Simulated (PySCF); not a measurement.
## The second ionisation energy along group 10

Calculated with PySCF 2.14 from differences of total energies of unrestricted determinants, without spin-orbit coupling. Values in eV. The last column holds reference values (NIST; (s) semi-empirical, (t) theoretical, else measured). Unmarked ones compare directly (S terms, centres of terms, or small fine structure); those marked * lie between the lowest fine-structure levels and include a spin-orbit shift.

```json
{"element": "Ni (aug-cc-pVTZ with one added diffuse shell each of s, p, d, f, g type, non-relativistic)", "configurations": "[Ar] 3d9 → [Ar] 3d8", "UHF": "15.169", "LDA": "19.733", "PBE": "19.044", "PBE0": "18.327", "MP2 (valence)": "18.494", "SCS-MP2 (valence)": "18.195", "reference": "18.169 *"}
{"element": "Pd (aug-cc-pVTZ-PP with one added diffuse shell each of s, p, d, f, g type with ECP28MDF, ECP)", "configurations": "[Kr] 4d9 → [Kr] 4d8", "UHF": "17.366", "LDA": "20.172", "PBE": "19.680", "PBE0": "19.396", "MP2 (valence)": "19.415", "SCS-MP2 (valence)": "19.283", "reference": "19.43 ± 0.12 (s) *"}
{"element": "Pt (aug-cc-pVTZ-PP with one added diffuse shell each of s, p, d, f, g type with ECP60MDF, ECP)", "configurations": "[Xe] 4f14 5d9 → [Xe] 4f14 5d8", "UHF": "16.877", "LDA": "19.560", "PBE": "19.124", "PBE0": "18.838", "MP2 (valence)": "18.741", "SCS-MP2 (valence)": "18.627", "reference": "18.56 ± 0.12 *"}
```

"Valence" correlates the outer s and p shells and, in groups 3 to 12 and the f block, the outer d or f shell, open or full, or the next shell where the ion has no valence electron left; the wider scheme adds the next inner shell.
